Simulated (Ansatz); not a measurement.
System: C2H7ClOSi2, charge 0, multiplicity 1. 
Coordinates optimised at B3LYP-D3(BJ)/def2-TZVP (Ansatz, a quantum-chemistry and plane-wave program):
SMILES: [SiH3]O[SiH2]C(=C)Cl
```xyz
13

C     -2.5977    -0.4263     0.6081
C     -1.4175    -0.3683     0.0058
Cl    -1.1975     0.6659    -1.4069
Si     0.1228    -1.3068     0.4982
O      1.3497    -0.2703     0.7757
Si     2.1784     1.0549     0.2696
H     -3.4614     0.1310     0.2670
H     -2.7193    -1.0553     1.4817
H     -0.1794    -2.0490     1.7397
H      0.4875    -2.2307    -0.5968
H      3.4197     1.1377     1.0690
H      2.5177     0.9299    -1.1656
H      1.3676     2.2730     0.4834
```
Charge 0, spin multiplicity 1.

Property: atomisation energy (electronic, to ground-state atoms), in eV. Valence correlation only, unless marked. Open shells are spin-unrestricted. Spin-orbit coupling is left out. Non-relativistic unless marked X2C. The coupled-cluster limit lacks core correlation, which all-electron functionals hold. Basis-set limits of correlation are two-point, X^-3; Hartree-Fock from the larger set. [CCSD(T)-MP2]/basis is that difference in the basis named.

```json
[
 {"level": "B97M-V/def2-TZVPD", "program": "Ansatz", "atomisation energy (eV)": "49.03", "minus last row": "-0.07"},
 {"level": "PBE0-D4/def2-TZVPD", "program": "Ansatz + dftd4", "atomisation energy (eV)": "48.67", "minus last row": "-0.43"},
 {"level": "CCSD/6-31G*", "program": "Ansatz", "atomisation energy (eV)": "43.33", "minus last row": "-5.77"},
 {"level": "X2C-CCSD(T)/cc-pVTZ-DK", "program": "Ansatz", "atomisation energy (eV)": "47.25", "minus last row": "-1.85"},
 {"level": "RI-MP2/CBS(aug-cc-pV(T+d)Z,aug-cc-pV(Q+d)Z)+[CCSD(T)-MP2]/aug-cc-pV(D+d)Z", "program": "Ansatz", "atomisation energy (eV)": "49.08", "minus last row": "-0.02"},
 {"level": "RI-MP2/CBS(aug-cc-pV(T+d)Z,aug-cc-pV(Q+d)Z)+[CCSD(T)-MP2]/aug-cc-pV(T+d)Z", "program": "Ansatz", "atomisation energy (eV)": "49.12", "minus last row": "0.02"},
 {"level": "CCSD(T)/CBS(cc-pV(T+d)Z,cc-pV(Q+d)Z)", "program": "Ansatz", "atomisation energy (eV)": "49.10", "minus last row": "0.00"}
]
```
